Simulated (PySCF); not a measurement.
Ge(H)4 cation (GeH4), SMILES [GeH4] (connectivity only; charge and spin as stated), charge +1, multiplicity 2.

Coordinates come from a B3LYP-D3(BJ)/def2-TZVPD optimisation. The geometry has at least one imaginary mode, so it is a saddle point at that level. The multiplicity is an assumed one; other spin states were not compared. The isomer is the one that the SMILES or the coordinates give; other isomers of the formula were not compared.

Two levels are set side by side: PBE/def2-TZVPD (PySCF) and B3LYP/def2-TZVPD (PySCF). Same geometry, gas phase. Differences are taken from unrounded values.

```csv
quantity,B3LYP,PBE,PBE minus B3LYP
α-spin orbital gap (eV),8.04,6.25,-1.79
β-spin orbital gap (eV),3.44,2.05,-1.39
mean polarisability (bohr³),33.6,32.6,-1.0
```

Rough cost on one machine, each run with all the roots and properties that it gave: B3LYP against PBE within a factor of 2.
